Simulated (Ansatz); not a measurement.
Basis sets compared for cyclo-(SnF2)3 (Sn3F6). Total charge 0; singlet. Geometry PBE-D4/def2-SVP. Ansatz on 4 threads of Arm Neoverse V1 on a shared host; times are rough, and most runs start from earlier orbitals.

```xyz
9

Sn   -0.615    1.904    0.214
F     1.498    1.306    0.035
F     0.033    0.624    1.887
Sn    1.601   -0.661    1.024
F     1.211   -1.138   -1.092
F    -0.255   -1.819    0.760
Sn   -0.985   -1.243   -1.238
F    -1.976    0.172    0.131
F    -0.510    0.854   -1.721
```

In the def2 sets Sn takes a core potential; there is no spin–orbit coupling.

Binding counts from free atoms (Sn triplet, F doublet) in the same basis, without a counterpoise term.

```csv
level,functions,energy (Eh),HOMO (eV),LUMO (eV),binding per atom (eV),wall time
PBE-D4/def2-SVP,162,-1241.3075,-6.73,-1.95,4.04,2.3 s
PBE0-D4/def2-SVP,162,-1241.3034,-7.92,-1.18,3.77,4.2 s
```

(1) Estimate the rows for PBE-D4/def2-TZVP, PBE0-D4/def2-TZVP.

Answers

(1) 
```json
{"level": "PBE-D4/def2-TZVP", "functions": "336", "energy (Eh)": "-1242.0786", "HOMO (eV)": "-6.94", "LUMO (eV)": "-2.25", "binding per atom (eV)": "3.98", "wall time": "11 s"}
{"level": "PBE0-D4/def2-TZVP", "functions": "336", "energy (Eh)": "-1242.0653", "HOMO (eV)": "-8.09", "LUMO (eV)": "-1.51", "binding per atom (eV)": "3.73", "wall time": "24 s"}
```
